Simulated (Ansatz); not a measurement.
`OB(F)F` + HI → `FB(F)I` + H₂O at 400 K and 1 bar (ligand exchange at a B–O bond).

Gas-phase electronic energies from Ansatz, PBE0-D4/def2-TZVP geometries. CBS: MP2 limit from def2 TZ/QZ plus the TZ coupled-cluster correction, frozen cores. This one scheme is used for every species. Elements past krypton have def2 core potentials. For I outer-core shells are correlated without core-valence functions, which leaves a few kJ/mol of doubt a bond. Each species was taken in one conformer, which may not be the lowest.

```tsv
species	CCSD(T)/CBS energy (Eh)	H − E (kJ/mol)	S (J/(mol·K))
`OB(F)F`	-300.33752	83.9	290.6
HI	-298.03592	25.7	215.0
`FB(F)I`	-521.96394	45.5	314.0
H₂O	-76.37941	69.8	198.6
```

H − E and S are ideal-gas, rigid-rotor, harmonic terms from PBE0-D4/def2-TZVP, for one conformer and one mirror image of each species. 1 Eh = 2625.50 kJ/mol, R = 8.31446 J/(mol·K).

**Question.** By hand: ΔE, ΔH, ΔS and ΔG.

**Answer.** ΔE = (-521.96394) + (-76.37941) − (-300.33752) − (-298.03592) = 0.03009 Eh = 79.0 kJ/mol. Δ(H − E) = 45.5 + 69.8 − 83.9 − 25.7 = 5.7, so ΔH = 84.7 kJ/mol. ΔS = 314.0 + 198.6 − 290.6 − 215.0 = 7.0 J/(mol·K). ΔG = 84.7 − 400 × (7.0)/1000 = 81.9 kJ/mol.

**Question.** By hand: the equilibrium constant, and the temperature at which ΔG would vanish if ΔH and ΔS stayed fixed.

**Answer.** log₁₀ K = −ΔG/(RT ln 10) = -10.7. ΔG = 0 at ΔH/ΔS = 12100 K, far beyond where these terms or the molecules hold.

The number of gas molecules stays the same, so ΔS is small and ΔH decides. A doubt of 5 kJ/mol in ΔE shifts log₁₀ K by 0.7 here. Other conformers and mirror images would add mixing entropy, several J/(mol·K) or more a flexible species. These are equilibria of isolated gas molecules and say nothing of rates. Largest T1 diagnostic: 0.012 (customary marks: 0.02 for closed shells, 0.045 for open ones).
